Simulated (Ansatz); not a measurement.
Total energies of the cluster Nb₂S⁺ from Ansatz at PBE-D4/def2-TZVP, gas phase (1 Eh = 27.2114 eV = 2625.5 kJ/mol). The reference geometry is relaxed at r2SCAN-D4/def2-TZVP.

```xyz
3

Nb    0.256   -1.155    0.508
Nb   -0.026    0.990    0.823
S    -0.230    0.165   -1.330
```

```tsv
state	geometry	energy (Eh)
charge 1 doublet	reference	-511.78727
charge 0 singlet	reference	-512.02834
charge 1 quartet	relaxed at r2SCAN-D4/def2-TZVP	-511.75237
```

In the def2 sets Nb takes a core potential; there is no spin–orbit coupling.

(1) Work out the vertical electron affinity, to the singlet.

(2) Which of the charge 1 states is lowest, and how far above it are the others?

(1) E(charge 1 doublet) − E(charge 0 singlet) = -511.78727 − (-512.02834) = 0.24107 Eh = 6.56 eV.

(2) The doublet. quartet: -511.75237 − (-511.78727) = 0.03490 Eh = 91.6 kJ/mol.

The structure comes from a short search, and lower isomers may exist.
